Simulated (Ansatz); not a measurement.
`OB[Si](F)(F)Cl` + HCl → `F[Si](F)(Cl)Cl` + `BO` at 700 K and 1 bar (cleavage of the Si–B bond).

Calculated with Ansatz (gas phase, PBE0-D4/def2-TZVP geometries, no zero-point term in ΔE). CCSD(T)/CBS adds triple-zeta CCSD(T) − MP2 to the extrapolated MP2 energy (def2 sets, frozen cores). This one scheme is used for every species. One conformer a species, not always the lowest.

| species | CCSD(T)/CBS energy (Eh) | H − E (kJ/mol) | S (J/(mol·K)) |
| --- | --- | --- | --- |
| `OB[Si](F)(F)Cl` | -1049.84519 | 170.8 | 478.7 |
| HCl | -460.38127 | 38.4 | 211.8 |
| `F[Si](F)(Cl)Cl` | -1408.46553 | 81.3 | 402.0 |
| `BO` | -101.80414 | 126.4 | 277.4 |

H − E and S are ideal-gas, rigid-rotor, harmonic terms from PBE0-D4/def2-TZVP, for one conformer and one mirror image of each species. 1 Eh = 2625.50 kJ/mol, R = 8.31446 J/(mol·K).

Problem. By hand: ΔE, ΔH, ΔS and ΔG.

Solution. ΔE = (-1408.46553) + (-101.80414) − (-1049.84519) − (-460.38127) = -0.04321 Eh = -113.4 kJ/mol. Δ(H − E) = 81.3 + 126.4 − 170.8 − 38.4 = -1.5, so ΔH = -114.9 kJ/mol. ΔS = 402.0 + 277.4 − 478.7 − 211.8 = -11.1 J/(mol·K). ΔG = -114.9 − 700 × (-11.1)/1000 = -107.1 kJ/mol.

Problem. By hand: the equilibrium constant, and the temperature at which ΔG would vanish if ΔH and ΔS stayed fixed.

Solution. log₁₀ K = −ΔG/(RT ln 10) = 8.0. ΔG = 0 at ΔH/ΔS = 10351 K, far beyond where these terms or the molecules hold.

The number of gas molecules stays the same, so ΔS is small and ΔH decides. A doubt of 5 kJ/mol in ΔE shifts log₁₀ K by 0.4 here. Other conformers and mirror images would add mixing entropy, several J/(mol·K) or more a flexible species. Modes under 60 cm⁻¹, often nearly free rotors, make the harmonic entropy too high. These are equilibria of isolated gas molecules and say nothing of rates. Largest T1 diagnostic: 0.014 (customary marks: 0.02 for closed shells, 0.045 for open ones).
